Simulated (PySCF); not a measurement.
Species: cis-[IrF2(NH3)4]+ (charge +1 and singlet state).
Cartesian coordinates in Å at the PBE0-D3(BJ)/def2-SVP level; atoms count from 1:
```xyz
19
F2H12IrN4 angstrom
Ir     0.1915   -0.0018    0.1996
F      0.0557   -0.0206    2.1592
N      0.4895    0.0191   -1.8754
H      1.5192    0.0448   -1.9155
H      0.1416    0.8272   -2.3947
H      0.1867   -0.8048   -2.3983
F      2.1515    0.0076    0.0692
N     -1.8843   -0.0103    0.4926
H     -1.9267   -0.0257    1.5225
H     -2.4044   -0.8216    0.1533
H     -2.4056    0.8104    0.1786
N      0.3957    2.0506    0.4302
H      1.3957    2.2269    0.2769
H      0.2331    2.2146    1.4310
H     -0.1375    2.7420   -0.0997
N      0.4067   -2.0569    0.3894
H     -0.1261   -2.7399   -0.1516
H      0.2483   -2.2406    1.3875
H      1.4069   -2.2275    0.2298
```

Method used: PBE0-D3(BJ)/def2-SVP geometry optimisation, gas phase, def2 core potentials past Kr in PySCF.

Masses are those of the commonest isotopes; rigid-rotor values at the optimised geometry. 

(1) Give the principal moments of inertia and the rotational constants in MHz.

(2) Classify the top.

(3) What does the inertial defect say?

(4) List the rotational levels J(Ka,Kc) to J = 5 (cm⁻¹).

(5) Which types of transition are allowed, and where do some lines up to J = 3 fall?

Results:

(1) Ia = 283.49, Ib = 317.39, Ic = 345.84 u·Å²; 505379 MHz·u·Å²/I gives A = 1783, B = 1592, C = 1461 MHz.

(2) An asymmetric top: κ = (2 × 1592 − 1783 − 1461)/(1783 − 1461) ≈ -0.18.

(3) Not planar: Δ = Ic − Ia − Ib = -255.04 u·Å². For a rigid frame Δ = −2 Σ m c², so Σ m c² = 127.52 u·Å² lies off the ab plane: 18.85 from hydrogen and 108.67 from heavier atoms. The atom farthest from that plane is 1.93 Å away.

(4) Above 0(0,0):
J = 1: 1(0,1) 0.1019, 1(1,1) 0.1082, 1(1,0) 0.1126
J = 2: 2(0,2) 0.3040, 2(1,2) 0.3076, 2(1,1) 0.3207, 2(2,1) 0.3397, 2(2,0) 0.3413
J = 3: 3(0,3) 0.6042, 3(1,3) 0.6057, 3(1,2) 0.6315, 3(2,2) 0.6453, 3(2,1) 0.6523, 3(3,1) 0.6888, 3(3,0) 0.6892
J = 4: 4(0,4) 1.0015, 4(1,4) 1.0020, 4(1,3) 1.0432, 4(2,3) 1.0514, 4(2,2) 1.0684, 4(3,2) 1.0986, 4(3,1) 1.1012, 4(4,1) 1.1564, 4(4,0) 1.1565
J = 5: 5(0,5) 1.4960, 5(1,5) 1.4962, 5(1,4) 1.5532, 5(2,4) 1.5572, 5(2,3) 1.5884, 5(3,3) 1.6105, 5(3,2) 1.6190, 5(4,2) 1.6692, 5(4,1) 1.6699, 5(5,1) 1.7429, 5(5,0) 1.7429

(5) The dipole components (about the centre of mass, as the species is charged) are |μa| = 0.00 D, |μb| = 0.04 D, |μc| = 7.99 D. The squared components, which scale the intensities, stand as 0.00 : 0.00 : 1.00 (a : b : c). Some lines, for components of 0.1 D or more:

```csv
type,branch,"J(Ka,Kc)",MHz,lower level (cm⁻¹)
c,Q,"3(2,2) ← 3(1,2)",413,0.632
c,Q,"2(2,1) ← 2(1,1)",571,0.321
c,Q,"3(3,1) ← 3(2,1)",1097,0.652
c,R,"1(1,0) ← 0(0,0)",3375,0.000
c,R,"2(1,1) ← 1(0,1)",6560,0.102
c,R,"2(2,0) ← 1(1,0)",6857,0.113
c,R,"2(2,1) ← 1(1,1)",6940,0.108
c,R,"3(1,2) ← 2(0,2)",9820,0.304
c,R,"3(2,1) ← 2(1,1)",9941,0.321
c,R,"3(2,2) ← 2(1,2)",10125,0.308
c,R,"3(3,0) ← 2(2,0)",10430,0.341
c,R,"3(3,1) ← 2(2,1)",10466,0.340
```

No frequency check. Constants of a rigid frame at the computed geometry: no zero-point averaging, no centrifugal distortion. A rigid rotor knows nothing of internal rotation, which can split or shift real lines. Quadrupole hyperfine structure (14N) is left out.

Time: 3.3 min of wall time; peak memory 0.76 GiB. Hardware: one thread, Intel Xeon Platinum 8259CL at 2.50 GHz (x86_64), no GPU, on a shared host. This is the geometry optimisation.
